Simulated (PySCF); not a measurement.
**How exact exchange moves a shielding**

Molecule: SMILES CC#[N+][BH2-]N, C₂H₇BN₂.

Bonds (- single, = double, # triple, : aromatic): C1-C2 1.449 Å, C2#N3 1.152 Å, N3-B4 1.739 Å, B4-N5 1.453 Å. C1 carries H6, H7, H8; B4 carries H9, H10; N5 carries H11, H12. Formal charges: N3 +1, B4 -1.

GIAO shieldings (ppm, equivalent atoms averaged) in PySCF on the PBE0-D3(BJ)/def2-SVP geometry, basis pcSseg-2, gas phase, non-relativistic:

| functional | exact exchange (%) | σ(C1) | σ(N5) | σ(B4) |
| --- | --- | --- | --- | --- |
| BLYP | 0 | 174.5 | 224.5 | 99.9 |
| BP86 | 0 | 178.0 | 228.2 | 102.8 |
| PBE | 0 | 178.6 | 228.1 | 102.4 |
| B3LYP | 20 | 178.6 | 229.8 | 103.3 |
| PBE0 | 25 | 183.0 | 234.3 | 106.4 |
| BHandHLYP | 50 | 183.6 | 235.5 | 108.0 |
| HF | 100 | 190.4 | 242.7 | 116.4 |

Task: Fit each shielding as a line in the percentage of exact exchange.

Result: σ(C1) = 177.2 + 0.13 x (rms 1.6 ppm); σ(N5) = 227.5 + 0.16 x (rms 1.7 ppm); σ(B4) = 101.6 + 0.15 x (rms 1.1 ppm). The functionals also differ in their semilocal parts, which the line can't hold; Hartree–Fock has no correlation at all.

Task: What does the line predict for mPW1PW91 (25 %), and what does the run give?

Result: σ(C1): 180.4 predicted, 182.1 computed; σ(N5): 231.5 predicted, 233.7 computed; σ(B4): 105.3 predicted, 106.2 computed ppm.
